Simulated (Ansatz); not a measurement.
System: sum formula SiNHF3 (charge -1, singlet). It need not be the lowest isomer of its formula. Whether it binds its extra electron was not tested at this geometry. SMILES: [NH-][Si](F)(F)F
Coordinates optimised at B3LYP-D3(BJ)/def2-TZVP (Ansatz, a first-principles code):
```xyz
6

Si     0.1440     0.0247     0.0162
F     -0.3333    -1.0605    -1.1123
F     -0.6677    -0.5153     1.3127
F     -0.8100     1.2747    -0.4381
N      1.7106     0.2534     0.3318
H      2.3101     0.5899    -0.4099
```
Charge -1, spin multiplicity 1.

Parts of the frozen-core correlation energy in aug-cc-pV(D+d)Z (Ansatz, hartree). Frozen orbitals: 9; correlated occupied orbitals by spin: 16 and 16; virtual: 108 and 108. No spin-orbit coupling. No relativistic terms.

| term | value |
|---|---|
| reference (HF) | -642.57867 |
| MP2 opposite-spin | [?] |
| MP2 same-spin | [?] |
| CCSD correlation | -0.91318 |
| (T) | [?] |
| T1 diagnostic | 0.015 |
| largest doubles amplitude | 0.028 |

Fill in the missing entries.


- MP2 opposite-spin, value: -0.65536
- MP2 same-spin, value: -0.24885
- (T), value: -0.02511
